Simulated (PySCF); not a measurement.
Basis and Hamiltonian dependence of the ionisation energy of Os²⁺

Os²⁺ [Xe] 4f14 5d6 (5D) → Os³⁺ [Xe] 4f14 5d5 (6S). Calculated with PySCF 2.14 from differences of total energies of unrestricted determinants, without spin-orbit coupling. Values in eV.

```
                                                                               basis    Hamiltonian  functions     UHF     LDA    PBE0  MP2 (valence)  CCSD(T) (valence)
                                def2-SVP with the def2 core potential (60 electrons)            ECP         32  24.924  27.119     n/a         25.708                n/a
                               def2-TZVP with the def2 core potential (60 electrons)            ECP         40  24.904     n/a     n/a         25.813                n/a
                                                        aug-cc-pVDZ-PP with ECP60MDF            ECP         54  24.884  27.202  26.753         25.863             26.001
                             def2-TZVPPD with the def2 core potential (60 electrons)            ECP         59  24.957  27.220  26.790         26.138             26.256
                                                               Sapporo-DKH3-DZP-2012  spin-free X2C         65  24.931     n/a     n/a            n/a                n/a
                                                      aug-cc-pwCVDZ-PP with ECP60MDF            ECP         70  24.874  27.174  26.724         25.936             26.050
                             def2-QZVPPD with the def2 core potential (60 electrons)            ECP         88  24.956  27.211  26.782         26.208             26.318
                              def2-QZVPP with the def2 core potential (60 electrons)            ECP         88  24.956  27.211  26.782         26.208                n/a
                                                                        x2c-TZVPPall  spin-free X2C         97  24.943  27.401  26.789         26.110             26.234
                                                                        ANO-RCC-VTZP  spin-free X2C        104  24.937  27.383  26.783         26.084             26.209
                   x2c-TZVPPall with one added diffuse shell each of s, p, d, f type  spin-free X2C        113  24.941  27.399  26.788         26.109             26.234
aug-cc-pVTZ-PP with one added diffuse shell each of s, p, d, f, g type with ECP60MDF            ECP        113  24.874  27.158  26.720         26.128                n/a
                                                      aug-cc-pwCVTZ-PP with ECP60MDF            ECP        122  24.876  27.162  26.721         26.192                n/a
                                                        aug-cc-pVQZ-PP with ECP60MDF            ECP        135  24.880  27.164  26.724         26.254                n/a
```

Frozen in the all-electron rows: valence: [Xe] 4f14; with a core potential, the same shells as far as they lie outside it.

Between the lowest levels the reference is 25 ± 1.6 eV (theoretical estimate listed by NIST; NIST Atomic Spectra Database, ionization energies); it includes spin-orbit coupling, which these numbers lack.
